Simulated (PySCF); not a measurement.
# MoS2: one-bond stretch

These are results of UB3LYP in PySCF with Mo def2-SVP with ECP28, S def2-SVP; scalar-relativistic core potentials, no spin–orbit coupling; density-fitted integrals, not measurements.

Rigid scan from the triplet minimum (Mo–S 2.122 Å (×2); S–Mo–S 113.7°). Coordinate: the bond from Mo to the last atom (S) scaled, the rest fixed. Energies in kJ/mol from the minimum.

Question: Predict the curve at 0.92, 0.96, 1.00, 1.05, 1.12, 1.20, 1.35, 1.55, 1.80, 2.20.

Answer: 
| scale of one bond | E (kJ/mol) | dipole size (D) | ⟨S²⟩ |
| --- | --- | --- | --- |
| 0.92 | 47.0 | 3.42 | 2.03 |
| 0.96 | 10.3 | 3.49 | 2.03 |
| 1.00 | 0.0 | 3.62 | 2.04 |
| 1.05 | 12.1 | 3.81 | 2.07 |
| 1.12 | 55.7 | 4.00 | 2.18 |
| 1.20 | 117.2 | 3.77 | 2.54 |
| 1.35 | 214.7 | 3.38 | 3.04 |
| 1.55 | 314.3 | – | 3.28 |
| 1.80 | 390.1 | – | 3.65 |
| 2.20 | 434.0 | – | 3.95 |

Spin contamination is strong at 1.20, 1.35, 1.55, 1.80, 2.20, so these points are less reliable.

With open d or f shells other occupations or spin states may lie lower.

Other isomers or separated fragments may lie lower.
